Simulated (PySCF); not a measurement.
C2H6ClFSi2, SMILES F[SiH2]/C=C(/[SiH3])Cl. Geometry: PBE-D3(BJ)/def2-SVP. The structure was generated by enumeration; whether it is a known compound was not checked. One conformer was computed; it need not be the lowest.

Give the equilibrium geometry at PBE-D3(BJ)/def2-SVP (PySCF confirms it by a frequency run) as Cartesian coordinates in Å, and its point group. (An estimate is asked for; the answer gives what the named calculation found.)

This is not unique; one that fits is point group Cs.
```xyz
12

F     -0.9300     3.2136     0.0000
Si     0.2001     2.0206     0.0000
C     -0.7363     0.3938     0.0000
C     -0.1403    -0.8177     0.0000
Si    -0.9713    -2.5180     0.0000
Cl     1.6325    -0.8996     0.0000
H      1.0344     2.1696     1.2374
H      1.0344     2.1696    -1.2374
H     -1.8419     0.4085     0.0000
H     -0.5465    -3.2789     1.2232
H     -2.4599    -2.3140     0.0000
H     -0.5465    -3.2789    -1.2232
```
Charge 0, spin multiplicity 1.
